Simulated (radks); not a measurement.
Values are calculated unless marked as measured or tabulated.
All-electron atom: Ti I in [Ar] 3d2 4s2.

Level of theory: non-relativistic Kohn-Sham, r2SCAN, spin-unpolarised, spherical densities, point nucleus; meta-GGA in the generalised Kohn-Sham scheme; hard spherical wall at 12 bohr (a radial shooting solver on a logarithmic mesh with Libxc functionals).

Energy parts (eV):
| part | energy |
|---|---|
| total | -23108.924 |
| kinetic | 23087.907 |
| electron-nucleus | -54723.738 |
| Hartree | 9665.142 |
| exchange-correlation | -1138.236 |

Orbitals (lengths in bohr, moments of r in powers of bohr):
| orbital | occ. | eigenvalue (eV) | <1/r> | <r^4> |
|---|---|---|---|---|
| 1s | 2 | -4856.672 | 21.52 | 0.0001122 |
| 2s | 2 | -538.4766 | 4.511 | 0.02803 |
| 2p | 6 | -448.5685 | 4.432 | 0.02232 |
| 3s | 2 | -64.1638 | 1.379 | 2.274 |
| 3p | 6 | -40.0785 | 1.255 | 3.427 |
| 4s | 2 | -4.5672 | 0.3605 | 339.6 |
| 3d | 2 | -4.2337 | 0.8692 | 37.54 |
| 4p | 0 | -1.2973 | 0.2870 | 736.9 |
| 5s | 0 | 2.4488 | 0.2155 | 3042 |
| 4d | 0 | 2.8671 | 0.2341 | 2160 |

The highest occupied level is 3d at -4.234 eV. The electron density at the nucleus is 7137 e/bohr^3. Summed over all electrons, <r^2> = 47.69 bohr^2, which gives a Langevin (diamagnetic) susceptibility term of -37.8 x 10^-6 cm^3/mol. The pressure on the wall is 0.00169 GPa. The density falls to 0.001 e/bohr^3 at r = 4.89 bohr.
